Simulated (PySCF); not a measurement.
C3H8O2Si, SMILES C/C=C/O[SiH2]O.

Geometry optimised at B3LYP-D3(BJ)/def2-SVP. The structure was generated by enumeration; whether it is a known compound was not checked. One conformer was computed; it need not be the lowest.

Two levels are set side by side: PBE/def2-TZVP (PySCF) and PBE0/def2-TZVP (PySCF). Same geometry, gas phase. Differences are taken from unrounded values.

| quantity | PBE0 | PBE | PBE minus PBE0 |
|---|---|---|---|
| orbital gap (eV) | 6.93 | 4.86 | -2.07 |
| highest occupied level (eV) | -6.51 | -5.37 | 1.15 |
| lowest empty level (eV) | 0.41 | -0.51 | -0.92 |
| dipole moment (D) | 0.69 | 0.74 | 0.05 |
| mean polarisability (bohr³) | 70.7 | 73.9 | 3.2 |

Without exact exchange PBE keeps part of each electron's self-repulsion, which lifts occupied levels and narrows the gap. Loosely held outer electrons make PBE densities more polarisable. Differences between two approximate levels are no errors against the true value.

Rough cost on one machine, each run with all the roots and properties that it gave: PBE0 against PBE within a factor of 2.
